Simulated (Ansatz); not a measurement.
Molecule: C2H4BF2, charge 0, multiplicity 2. It need not be the lowest isomer of its formula. SMILES: FB(F)[CH]C
Geometry from a B3LYP-D3(BJ)/def2-TZVP (Ansatz, an electronic-structure program) optimisation:
```xyz
9

C     -2.0548     0.2135    -0.0092
C     -0.8007    -0.3807    -0.5344
B      0.5948    -0.0695    -0.0062
F      0.7901     0.7866     0.9976
F      1.6851    -0.6366    -0.5205
H     -1.8748     0.9093     0.8092
H     -2.7403    -0.5668     0.3442
H     -2.5990     0.7434    -0.8008
H     -0.9035    -1.0857    -1.3537
```
Charge 0, spin multiplicity 2.

Parts of the frozen-core correlation energy in STO-3G (Ansatz, hartree). Frozen orbitals: 5; correlated occupied orbitals by spin: 15 and 14; virtual: 9 and 10. UHF or UKS for open shells. No spin-orbit coupling. No relativistic terms.

| term | value |
|---|---|
| reference (HF) | -297.67787 |
| MP2 opposite-spin | -0.13560 |
| MP2 same-spin | -0.02716 |
| CCSD correlation | -0.20614 |
| (T) | -0.00762 |
| T1 diagnostic | 0.015 |
| largest doubles amplitude | 0.046 |
| <S^2> of the reference | 0.762 |
